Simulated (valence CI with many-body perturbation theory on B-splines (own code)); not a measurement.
# Tl⁵⁰⁺: key properties

Calculated by configuration interaction combined with many-body perturbation theory (CI+MBPT): three valence electrons over a frozen Dirac-Fock core [Ar] 3d10, radial functions for each j: 9 s, 9 p, 8 d, 6 f, 3 g, 1 h, with the one-electron correlation potential Σ1, the two-electron term Σ2, the three-electron term Σ3, Breit, model QED; selected CI, second order for the rest, scaled by the run's own slope (own B-spline code, finite nucleus).

No measured spectrum was set against this ion. As an estimate, large intervals hold to a few tenths of a per cent, small ones and those within an open d or f shell to about a per cent.

Levels are named by their leading jj configuration (3d3/2^4 stands for four electrons in 3d with j = 3/2), which in mixed levels can hold well under half, so a name can repeat and another be missing.

Rates and lifetimes use the calculated energies. Strong lines usually hold to 10 to 20 %, long lifetimes can be off by a factor of two.

Problem. What is the ground level?

Solution. (4s^2 4p1/2) J=1/2, composition 100 % 4s2 4p 2P°, g = 0.657.

Problem. What is the ionisation energy?

Solution. 2925.9 eV; NIST lists 2925 ± 4 eV (theoretical).

Problem. Name the longest-lived excited levels whose lifetime is computed, and their main decay.

Solution. (4s 4p3/2 4d5/2) J=9/2 at 626.64 eV lives 55.1 ns, mostly by M1 to (4s 4p1/2 4d5/2) J=7/2; (4s^2 4p3/2) J=3/2 at 159.17 eV lives 34.4 ns, mostly by M1 to (4s^2 4p1/2) J=1/2.

Problem. What are the static dipole polarisabilities of the lowest levels?

Solution. (4s^2 4p1/2) J=1/2 0.0190 bohr³, of which the core gives 0.00132.

Problem. Among levels below 634.65 eV, which E1 lines absorb most strongly from the ground level?

Solution. to (4s^2 4d3/2) J=3/2 at 3.586 nm, f = 0.863; to (4s 4p1/2 4p3/2) J=3/2 at 4.394 nm, f = 0.440; to (4s 4p1/2 4p3/2) J=1/2 at 4.357 nm, f = 0.396.

Problem. Where does the other parity begin?

Solution. At (4s 4p1/2^2) J=1/2, 115.36 eV.

Problem. How well does LS coupling describe the low levels?

Solution. Among the lowest 20 levels the leading LS term, summed over configurations, holds 66 % on average. For single configurations the figures are 65 % in LS and 97 % in jj coupling. Terms mix most in the J = 3/2 level at 461.90 eV, where the leading one holds 35 %.
